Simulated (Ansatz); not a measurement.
## Cost against result

The pair of F⁻ (SMILES [F-], atom 1) and AlCl$_{3}$ (SMILES Cl[Al](Cl)Cl, atoms 2–5), both closed shells, in one local arrangement (a lower one may exist), relaxed at PBE0-D4/def2-TZVPD:

```
5
angstrom
F -0.4902 0.4056 -1.6529
Cl 1.8313 1.0203 0.3746
Al -0.0271 0.0224 -0.0912
Cl 0.2421 -2.1145 0.0770
Cl -1.5559 0.6662 1.2926
```

Interaction energies are counterpoise-corrected; the time is that of the whole pair.

Program: Ansatz 0.2.0. Basis: as named in each row. Cores are frozen in the correlated methods. B3LYP uses VWN-RPA correlation. Extrapolation: Hartree–Fock as exp(−7.88 √X), correlation as X^−2.97.

Times are rough, for one single point on 4 threads of a shared host (Intel Xeon 6975P-C).

The estimate by CCSD(T) at an estimated basis limit (MP2 extrapolated from triple and quadruple zeta, plus CCSD(T) − MP2 in triple zeta) is -599.1 kJ/mol.

| method | basis | time (s) | interaction energy (kJ/mol) | method less estimate |
| --- | --- | --- | --- | --- |
| HF | STO-3G | under 1 | -749.9 | -150.8 |
| PBE-D4 | STO-3G | under 1 | -671.0 | -71.8 |
| SPW92 | def2-SVP | under 1 | -606.4 | -7.3 |
| PBE-D4 | def2-SVP | under 1 | -573.0 | 26.2 |
| B3LYP-D4 | 6-31G | under 1 | -577.2 | 21.9 |
| PBE0-D4 | def2-SVP | under 1 | -612.6 | -13.5 |
| CCSD(T) | def2-SVP | 1 | -591.4 | 7.7 |
| PBE-D4 | def2-TZVPPD | 1 | -550.2 | 49.0 |
| revPBE-D4 | def2-TZVPPD | 1 | -539.3 | 59.9 |
| BLYP-D4 | def2-TZVPPD | 1 | -537.5 | 61.6 |
| wB97M-V | def2-SVP | 2 | -612.6 | -13.5 |
| PBE0-D4 | def2-TZVPPD | 2 | -587.2 | 11.9 |
| HSE06-D4 | def2-TZVPPD | 2 | -586.7 | 12.5 |
| B3LYP-D4 | def2-TZVPPD | 2 | -572.6 | 26.5 |
| r2SCAN-D4 | def2-TZVPPD | 3 | -592.8 | 6.3 |
| B2PLYP | def2-TZVPPD | 4 | -575.1 | 24.0 |
| B97M-V | def2-TZVPPD | 4 | -591.4 | 7.8 |
| wB97X-V | def2-TZVPPD | 4 | -593.4 | 5.7 |
| wB97M-V | def2-TZVPPD | 5 | -588.3 | 10.8 |
| MP2 | def2-QZVPPD | 9 | -592.1 | 7.0 |
| CCSD(T) | def2-TZVPPD | 33 | -584.7 | 14.4 |

The T1 diagnostic stays at or below 0.025.
